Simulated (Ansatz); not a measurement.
C₃H₆O₂Si, relaxed with RKS PBE-D4/def2-SVP in Ansatz 0.2.0 from a rough embedded geometry. The force threshold is 0.03 eV/Å; the program also tests the step.

The species carries charge 0 and has multiplicity 1. The bonds changed during the relaxation, so this is another structure than the one it started from.

Start:

```xyz
12

C     1.861   -0.476    0.636
Si    0.116    0.056    1.115
O    -1.050   -0.266   -0.056
C    -0.985    0.484   -1.086
C    -2.075    0.735   -1.895
O    -1.135   -0.049   -2.412
H     1.883   -1.507    0.414
H     2.142    0.120   -0.253
H     2.510   -0.233    1.409
H     0.067    1.492    1.439
H    -0.255   -0.676    2.363
H    -3.080    0.319   -1.675
```

| step | energy (eV) | largest force (eV/Å) | largest move (Å) |
| --- | --- | --- | --- |
| 1 | -15155.2793 | 3.973 | 0.000 |
| 2 | -15156.0771 | 2.012 | 0.143 |
| 3 | -15156.5107 | 1.368 | 0.195 |
| 4 | -15156.9236 | 1.871 | 0.200 |
| 5 | -15157.2900 | 2.121 | 0.200 |
| 6 | -15157.4978 | 1.769 | 0.195 |
| 7 | -15157.7631 | 0.750 | 0.200 |
| 8 (rejected) | -15157.7556 | 2.788 | 0.149 |
| 9 | -15157.8190 | 0.224 | 0.071 |
| 10 | -15157.8425 | 0.368 | 0.100 |
| 11 | -15157.8474 | 1.028 | 0.148 |
| 12 | -15157.8583 | 0.290 | 0.200 |
| 13 | -15157.8672 | 0.228 | 0.036 |
| 14 | -15157.8674 | 0.102 | 0.060 |
| 15 | -15157.8697 | 0.136 | 0.040 |
| 16 | -15157.8710 | 0.025 | 0.033 |
| 17 | -15157.8711 | 0.080 | 0.048 |
| 18 | -15157.8713 | 0.047 | 0.014 |
| 19 | -15157.8714 | 0.007 | 0.011 |

End:

```xyz
12

C     1.804   -0.371    0.566
Si    0.196    0.090    1.390
O    -1.110   -0.244    0.233
C    -1.077    0.559   -0.792
C    -1.904    0.255   -1.953
O    -1.445   -0.553   -2.767
H     1.808   -1.444    0.289
H     1.933    0.234   -0.354
H     2.662   -0.180    1.243
H     0.079    1.534    1.765
H    -0.152   -0.799    2.547
H    -2.795    0.921   -2.168
```

Hardware: 4 threads of an Arm Neoverse V1 on a shared host. Wall time 30 s, peak host memory 0.24 GiB.
